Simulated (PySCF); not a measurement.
## Basis-set dependence of population analyses: `[SiH3]/C=C\[SiH2]P`

C₂H₉PSi₂.
Geometry (PBE0-D3(BJ)/def2-SVP, Å), atoms numbered from 1 in this order:
```xyz
14
C2H9PSi2 angstrom
Si    -1.8161    0.8339   -0.4420
C     -0.9491    0.2015    1.1038
C      0.1597   -0.5615    1.1456
Si     1.1198   -1.1921   -0.3381
P      2.7862    0.1977   -1.0010
H     -2.7214   -0.2047   -1.0244
H     -0.8220    1.2360   -1.4837
H     -2.6374    2.0269   -0.0764
H     -1.4002    0.4984    2.0622
H      0.5572   -0.8360    2.1342
H      1.7534   -2.5022    0.0026
H      0.2023   -1.3823   -1.5029
H      1.9768    1.3676   -0.8630
H      3.3274    0.3092    0.3184
```

PBE0 throughout (PySCF), one geometry, spherical d and f functions. Geometry: PBE0-D3(BJ)/def2-SVP, one conformer, isolated molecule. Atoms taken as equivalent share a column and are averaged. The first 7 of 10 kinds of atom are listed.

Mulliken charges (e):

```json
{"basis": "STO-3G", "functions": "46", "Si1": "+0.531", "C2": "-0.250", "C3": "-0.251", "Si4": "+0.442", "P5": "+0.144", "H6/H7/H8": "-0.117", "H9": "+0.067"}
{"basis": "6-31G", "functions": "75", "Si1": "+0.548", "C2": "-0.430", "C3": "-0.412", "Si4": "+0.475", "P5": "-0.095", "H6/H7/H8": "-0.097", "H9": "+0.182"}
{"basis": "pcSseg-0", "functions": "75", "Si1": "+0.551", "C2": "-0.671", "C3": "-0.664", "Si4": "+0.541", "P5": "-0.350", "H6/H7/H8": "-0.041", "H9": "+0.253"}
{"basis": "6-31G*", "functions": "100", "Si1": "+0.345", "C2": "-0.346", "C3": "-0.322", "Si4": "+0.324", "P5": "-0.177", "H6/H7/H8": "-0.062", "H9": "+0.187"}
{"basis": "cc-pVDZ", "functions": "127", "Si1": "+0.231", "C2": "-0.154", "C3": "-0.148", "Si4": "+0.198", "P5": "-0.122", "H6/H7/H8": "-0.041", "H9": "+0.044"}
{"basis": "def2-SVP", "functions": "127", "Si1": "+0.366", "C2": "-0.249", "C3": "-0.226", "Si4": "+0.310", "P5": "-0.108", "H6/H7/H8": "-0.062", "H9": "+0.067"}
{"basis": "aug-cc-pVDZ", "functions": "208", "Si1": "-0.675", "C2": "+0.303", "C3": "+0.381", "Si4": "-0.167", "P5": "-1.014", "H6/H7/H8": "+0.274", "H9": "-0.490"}
{"basis": "6-311+G(2d,p)", "functions": "213", "Si1": "+0.341", "C2": "-0.393", "C3": "-0.217", "Si4": "+0.433", "P5": "-0.296", "H6/H7/H8": "-0.057", "H9": "+0.117"}
{"basis": "def2-TZVP", "functions": "227", "Si1": "+0.151", "C2": "-0.231", "C3": "-0.222", "Si4": "+0.166", "P5": "-0.241", "H6/H7/H8": "-0.016", "H9": "+0.128"}
{"basis": "cc-pVTZ", "functions": "288", "Si1": "+0.173", "C2": "-0.221", "C3": "-0.207", "Si4": "+0.187", "P5": "-0.145", "H6/H7/H8": "-0.025", "H9": "+0.119"}
{"basis": "IGLO-III", "functions": "292", "Si1": "+0.722", "C2": "-0.343", "C3": "-0.257", "Si4": "+0.624", "P5": "-0.081", "H6/H7/H8": "-0.161", "H9": "+0.086"}
{"basis": "pcSseg-2", "functions": "327", "Si1": "+0.574", "C2": "-0.275", "C3": "-0.241", "Si4": "+0.395", "P5": "-0.017", "H6/H7/H8": "-0.124", "H9": "+0.077"}
```

IAO charges (e):

| basis | functions | Si1 | C2 | C3 | Si4 | P5 | H6/H7/H8 | H9 |
| --- | --- | --- | --- | --- | --- | --- | --- | --- |
| STO-3G | 46 | +0.619 | -0.381 | -0.377 | +0.541 | +0.046 | -0.121 | +0.123 |
| 6-31G | 75 | +0.427 | -0.364 | -0.375 | +0.432 | -0.121 | -0.073 | +0.158 |
| pcSseg-0 | 75 | +0.414 | -0.369 | -0.379 | +0.416 | -0.144 | -0.066 | +0.157 |
| 6-31G* | 100 | +0.558 | -0.388 | -0.391 | +0.544 | -0.090 | -0.108 | +0.151 |
| cc-pVDZ | 127 | +0.551 | -0.391 | -0.391 | +0.539 | -0.098 | -0.106 | +0.152 |
| def2-SVP | 127 | +0.569 | -0.389 | -0.390 | +0.549 | -0.091 | -0.111 | +0.149 |
| aug-cc-pVDZ | 208 | +0.552 | -0.396 | -0.396 | +0.544 | -0.107 | -0.105 | +0.155 |
| 6-311+G(2d,p) | 213 | +0.585 | -0.405 | -0.405 | +0.568 | -0.095 | -0.114 | +0.155 |
| def2-TZVP | 227 | +0.594 | -0.407 | -0.406 | +0.577 | -0.095 | -0.116 | +0.155 |
| cc-pVTZ | 288 | +0.578 | -0.404 | -0.403 | +0.565 | -0.102 | -0.112 | +0.156 |
| IGLO-III | 292 | +0.592 | -0.408 | -0.406 | +0.573 | -0.092 | -0.116 | +0.156 |
| pcSseg-2 | 327 | +0.591 | -0.406 | -0.406 | +0.572 | -0.095 | -0.115 | +0.156 |

Hirshfeld charges (e):

| basis | functions | Si1 | C2 | C3 | Si4 | P5 | H6/H7/H8 | H9 |
| --- | --- | --- | --- | --- | --- | --- | --- | --- |
| STO-3G | 46 | +0.348 | -0.120 | -0.122 | +0.303 | +0.072 | -0.082 | +0.013 |
| 6-31G | 75 | +0.277 | -0.122 | -0.128 | +0.248 | -0.028 | -0.068 | +0.050 |
| pcSseg-0 | 75 | +0.298 | -0.123 | -0.133 | +0.269 | -0.021 | -0.071 | +0.041 |
| 6-31G* | 100 | +0.279 | -0.119 | -0.121 | +0.248 | -0.031 | -0.071 | +0.051 |
| cc-pVDZ | 127 | +0.296 | -0.122 | -0.125 | +0.265 | -0.013 | -0.075 | +0.045 |
| def2-SVP | 127 | +0.303 | -0.124 | -0.128 | +0.271 | -0.008 | -0.076 | +0.045 |
| aug-cc-pVDZ | 208 | +0.302 | -0.136 | -0.138 | +0.271 | -0.015 | -0.073 | +0.048 |
| 6-311+G(2d,p) | 213 | +0.305 | -0.136 | -0.137 | +0.269 | -0.011 | -0.074 | +0.047 |
| def2-TZVP | 227 | +0.298 | -0.132 | -0.133 | +0.267 | -0.015 | -0.073 | +0.048 |
| cc-pVTZ | 288 | +0.297 | -0.129 | -0.131 | +0.267 | -0.015 | -0.073 | +0.047 |
| IGLO-III | 292 | +0.296 | -0.134 | -0.137 | +0.268 | -0.006 | -0.072 | +0.046 |
| pcSseg-2 | 327 | +0.304 | -0.135 | -0.137 | +0.273 | -0.015 | -0.074 | +0.048 |

Some averages cover members that differ in this geometry, most widely: H6/H7/H8, Mulliken in aug-cc-pVDZ +0.223 to +0.301 e.

**Question.** Which scheme is steadiest as the basis changes?

**Answer.** Largest range over the bases for any column: Hirshfeld 0.10 e, IAO 0.21 e, Mulliken 1.40 e. Hirshfeld charges move least and Mulliken charges most, counted in e. Without the minimal STO-3G basis the ranges are Hirshfeld 0.03, IAO 0.18, Mulliken 1.40 e.

**Question.** How much do the charges still move between the two largest bases, IGLO-III and pcSseg-2?

**Answer.** At most, over all atoms: Mulliken 0.229 e, IAO 0.002 e, Hirshfeld 0.009 e.

**Question.** What do the same runs give for the total energy, the frontier levels and the dipole moment?

**Answer.** 
```csv
basis,energy (Eh),HOMO (eV),LUMO (eV),μ (D)
STO-3G,-989.9707,-4.37,3.11,0.67
6-31G,-1001.2795,-7.14,-1.01,2.16
pcSseg-0,-1000.1673,-7.36,-1.28,2.16
6-31G*,-1001.3904,-7.19,-1.09,1.80
cc-pVDZ,-1001.4513,-7.21,-1.15,1.50
def2-SVP,-1001.1070,-7.27,-1.23,1.55
aug-cc-pVDZ,-1001.4595,-7.29,-1.32,1.42
"6-311+G(2d,p)",-1001.5039,-7.31,-1.37,1.45
def2-TZVP,-1001.5120,-7.30,-1.34,1.45
cc-pVTZ,-1001.5182,-7.29,-1.30,1.44
IGLO-III,-1001.5139,-7.28,-1.32,1.34
pcSseg-2,-1001.5314,-7.32,-1.39,1.46
```

The dipole is fixed by the density alone, so its range of 1.49 D shows that the density itself changes with the basis, not only its division among atoms.
